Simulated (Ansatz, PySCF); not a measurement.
Species: sum formula H2BO, charge 0, multiplicity 2. It need not be the lowest isomer of its formula. 
Geometry from a B3LYP-D3(BJ)/def2-TZVP (Ansatz, an electronic-structure program) optimisation:
```xyz
4

B      0.4880    -0.0662    -0.3457
O     -0.5508     0.0747     0.3902
H      1.1612    -1.0678    -0.2660
H      0.8049     0.8010    -1.1269
```
Charge 0, spin multiplicity 2.

Dipole moments at this geometry, in debye (magnitudes).

```csv
level,program,dipole (D)
HF/def2-TZVPD,PySCF,0.99
SVWN5/def2-TZVPD,Ansatz,1.86
BP86/def2-TZVPD,PySCF,1.66
TPSS/def2-TZVPD,PySCF,1.55
B97M-V/def2-TZVPD,Ansatz,1.41
B3LYP/def2-TZVPD,PySCF,1.57
PBE0/def2-TZVPD,Ansatz,1.50
TPSSh/def2-TZVPD,PySCF,1.50
r2SCAN0/def2-TZVPD,Ansatz,1.42
M06-2X/def2-TZVPD,PySCF,1.53
MN15/def2-TZVPD,PySCF,1.45
wB97X-V/def2-TZVPD,Ansatz,?
CCSD(T)/aug-cc-pVDZ,Ansatz,?
```

### Question
What belongs in the gaps?

### Answer

- wB97X-V/def2-TZVPD, dipole (D): 1.48
- CCSD(T)/aug-cc-pVDZ, dipole (D): 1.35
